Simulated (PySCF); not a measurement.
BCl₂, SMILES Cl[B]Cl (connectivity only; charge and spin as stated), charge +1, multiplicity 1.

Geometry: B3LYP-D3(BJ)/def2-TZVP. The spin state was assumed, not searched. The isomer is the one that the SMILES or the coordinates give; other isomers of the formula were not compared.

Two levels are set side by side: PBE/def2-TZVPD (PySCF) and CAM-B3LYP/def2-TZVPD (PySCF). Same geometry, gas phase. Differences are taken from unrounded values.

```tsv
quantity	PBE
orbital gap (eV)	6.33
highest occupied level (eV)	-15.65
lowest empty level (eV)	-9.32
mean polarisability (bohr³)	35.2
```

Question: These are the PBE values. What does CAM-B3LYP give? (Estimate from the structure and the level; the computed values follow.)

Answer: 
| quantity | CAM-B3LYP | PBE minus CAM-B3LYP |
|---|---|---|
| orbital gap (eV) | 11.18 | -4.85 |
| highest occupied level (eV) | -18.35 | 2.69 |
| lowest empty level (eV) | -7.17 | -2.16 |
| mean polarisability (bohr³) | 34.2 | 1.0 |

PBE's occupied levels lie high since its potential decays too fast outside the molecule; exact exchange lowers them and widens the gap. Differences between two approximate levels are no errors against the true value.

Rough cost on one machine, each run with all the roots and properties that it gave: CAM-B3LYP against PBE within a factor of 2.
